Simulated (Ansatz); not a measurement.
`F[SiH](F)[Si](Cl)(Cl)Cl`. Charge 0, multiplicity 1.

```xyz
8

F    -0.3757    0.5606   -2.1868
Si   -0.6198   -0.4273   -0.9697
F    -2.1668   -0.3993   -0.6191
Si    0.5815    0.3568    0.8828
Cl    0.2498   -0.8846    2.4650
Cl    2.5708    0.3445    0.4392
Cl    0.0141    2.2456    1.3786
H    -0.2538   -1.7962   -1.3899
```

Problem. List the harmonic frequencies (cm⁻¹, unscaled) at PBE0-D4/def2-TZVP in Ansatz. (Best estimate.)

Solution. The calculation gave: 25, 66, 73, 153, 153, 176, 210, 262, 336, 382, 561, 598, 606, 811, 816, 884, 960, 2267.

Problem. Is this a minimum?

Solution. Yes, all 18 modes are real.

Problem. Give the ideal-gas thermochemistry at 298.15 K and 1 bar (rigid rotor, harmonic oscillator; point group Cs, symmetry number 1).

Solution. Zero-point energy 55.9 kJ/mol; H(298) − E = 83.7 kJ/mol; entropy 430.1 J/(mol·K), of which translation 175.0, rotation 128.6, vibration 126.4; G(298) − E = -44.5 kJ/mol. Modes under 100 cm⁻¹ are hindered rotations or soft bends, so the harmonic entropy is rough.

Problem. And at 400, 500, 600, 800 and 1000 K?

Solution. 
```tsv
T (K)	H − E (kJ/mol)	S (J/mol/K)	G − E (kJ/mol)
400	97.9	471.0	-90.5
500	112.9	504.5	-139.3
600	128.7	533.2	-191.2
800	161.6	580.5	-302.8
1000	195.6	618.4	-422.8
```
